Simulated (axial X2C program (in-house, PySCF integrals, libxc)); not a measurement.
Worked dissociation energy of Re₂: BP86, without spin–orbit coupling

Calculated with an in-house relativistic program for diatomic molecules. Spin-free means the one-electron spin-free X2C Hamiltonian. Basis: Re dyall-cv3z [13s14p9d7f4g] (cores contracted in-house); Gaussian nuclei, density fitting, unrestricted open shells. Masses: Re 186.956 u.

Molecular state: M_S = 2, Λ = 2 (beyond evenly filled blocks: σα, 2 × δ+α, δ+β, 2 × δ-α).

| Item | Value |
| --- | --- |
| E(Re) (2M_S = 5, M_L = 0) | -16695.849385 hartree |
| E(Re₂) at Re | -33391.830985 hartree |
| ωe | 350.1 cm⁻¹ |
| ωexe | 0.412 cm⁻¹ |

**Question.** Work out De and D0.

**Answer.** De = -16695.849385 + (-16695.849385) − (-33391.830985) = 0.13221 hartree = 3.598 eV. The zero-point energy is ωe/2 − ωexe/4 = 175 cm⁻¹ = 0.022 eV, so D0 = 3.576 eV.

The state is one determinant whose occupation by symmetry is held fixed; it was picked as the lowest of a PBE0 search that is not exhaustive. Dissociation energies refer to the lowest single-determinant-based atoms at the same level and basis. PBE0 can misorder states that lie within some tenths of an eV, so this need not be the ground state of the molecule. The nearest other spin-free determinant of the search, M_S = 3, Λ = 1, lies 0.35 eV up at the distance of the search. Without a current term, density functionals place determinants with orbital angular momentum somewhat too high. At some level and bond length an empty orbital lies below a filled one.

Each atomic determinant is the lowest at this level and need not be a pure term. Totals compare only within one Hamiltonian and basis.
